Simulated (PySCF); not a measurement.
**What builds the second ionisation energy along group 13**

All values are computed (PySCF 2.14, energy differences of UHF-based or UKS calculations, no spin-orbit coupling). Each column adds one step, in eV (sums use unrounded values): valence MP2, valence CCSD, valence triples, then the next inner shell at CCSD(T) (B 1s, Al 2s 2p, Ga 3s 3p 3d, In 4s 4p 4d, Tl 5s 5p 5d). References (NIST) marked * lie between the lowest fine-structure levels; the others compare directly ((s) semi-empirical, (t) theoretical).

```
                                                                         element     UHF  + MP2  + CCSD  + (T)  + inner shell     sum  reference
                         B [He] 2s2 → [He] 2s1 (aug-cc-pwCVDZ, non-relativistic)  23.441  0.925   0.700  0.000          0.002  25.068     25.155
                        Al [Ne] 3s2 → [Ne] 3s1 (aug-cc-pwCVDZ, non-relativistic)  17.540  0.695   0.360  0.000          0.105  18.700     18.829
          Ga [Ar] 3d10 4s2 → [Ar] 3d10 4s1 (aug-cc-pwCVDZ-PP with ECP10MDF, ECP)  18.758  0.684   0.311  0.000          0.572  20.325     20.515
          In [Kr] 4d10 5s2 → [Kr] 4d10 5s1 (aug-cc-pwCVDZ-PP with ECP28MDF, ECP)  17.008  0.607   0.277  0.000          0.708  18.600     18.870
Tl [Xe] 4f14 5d10 6s2 → [Xe] 4f14 5d10 6s1 (aug-cc-pwCVDZ-PP with ECP60MDF, ECP)  18.360  0.525   0.212  0.000          1.006  20.103     20.428
```

Double-zeta sets recover only part of the correlation energy.

What remains against the references is mostly basis incompleteness.

Question: What share of the correlation contribution for Tl comes from the inner shell?

Answer: The four steps add to 1.743 eV, of which the inner shell gives 1.006 eV, or 58 %.
